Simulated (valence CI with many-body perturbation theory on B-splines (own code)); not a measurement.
## Sr XXIV in brief

Level of theory: relativistic CI+MBPT: five valence electrons over a frozen Dirac-Fock core [Ne], radial functions for each j: 9 s, 9 p, 8 d, 6 f, 3 g, 1 h, with the one-electron correlation potential Σ1 (screened to all orders), the two-electron term Σ2, the three-electron term Σ3, Breit, model QED; selected single and double excitations, second order for the rest, scaled by the run's own slope (own B-spline code, finite nucleus).

No measured spectrum was set against this ion. As an estimate, levels of excited configurations hold to 0.05 to 0.15 % of their energy, terms of the ground configuration to about 0.5 %. Among the levels kept, up to 1700 cm⁻¹ of a level comes from second order outside the variational space, and about a tenth of that is noise between levels of different J, which matters for small intervals.

Names give the largest LS component (configuration and term), which can be under half, so a name can repeat, a term be missing and a line seem to break the LS rules; names also repeat where a configuration has a term twice.

Rates and lifetimes use the calculated energies. Strong lines usually hold to 10 to 20 %, long lifetimes can be off by a factor of two.

(1) What is the ground level?

(2) Among levels below 136.85 eV, which E1 lines absorb most strongly from the ground level?

(3) What is the ionisation energy?

(4) Name the longest-lived excited levels whose lifetime is computed, and their main decay.

(5) Where does the other parity begin?

(6) How well does LS coupling describe the low levels?

(7) What are the static dipole polarisabilities of the lowest levels?

Answers

(1) 3s2 3p3 4S°_3/2, composition 59 % 3s2 3p3 4S° + 26 % 3s2 3p3 2P° + 12 % 3s2 3p3 2D°, g = 1.669.

(2) to 3s2 3p2 3d 4P_5/2 at 10.13 nm, f = 0.322; to 3s2 3p2 3d 4P_3/2 at 9.975 nm, f = 0.165; to 3s2 3p2 3d 4P_1/2 at 9.917 nm, f = 0.133.

(3) 1095.6 eV; NIST lists 1105 ± 4 eV (semi-empirical).

(4) 3s2 3p3 2D°_5/2 at 16.32 eV lives 298 μs, mostly by M1 to 3s2 3p3 4S°_3/2; 3s2 3p3 2D°_3/2 at 12.06 eV lives 57.0 μs, mostly by M1 to 3s2 3p3 4S°_3/2; 3s2 3p3 2P°_1/2 at 22.50 eV lives 33.3 μs, mostly by M1 to 3s2 3p3 4S°_3/2. The lifetime of 3s2 3p2 3d 4F_9/2 is too uncertain to give, and may be longer.

(5) At 3s 3p4 4P_5/2, 71.43 eV.

(6) Among the lowest 20 levels the leading LS term, summed over configurations, holds 71 % on average. For single configurations the figures are 63 % in LS and 67 % in jj coupling. Terms mix most in the J = 3/2 level at 96.93 eV, where the leading one holds 49 %.

(7) 3s2 3p3 4S°_3/2 0.0622 (tensor 0.0025); 3s2 3p3 2D°_3/2 0.0638 (tensor 0.0037); 3s2 3p3 2D°_5/2 0.0638; 3s2 3p3 2P°_1/2 0.0628 bohr³, of which the core gives 0.000937.
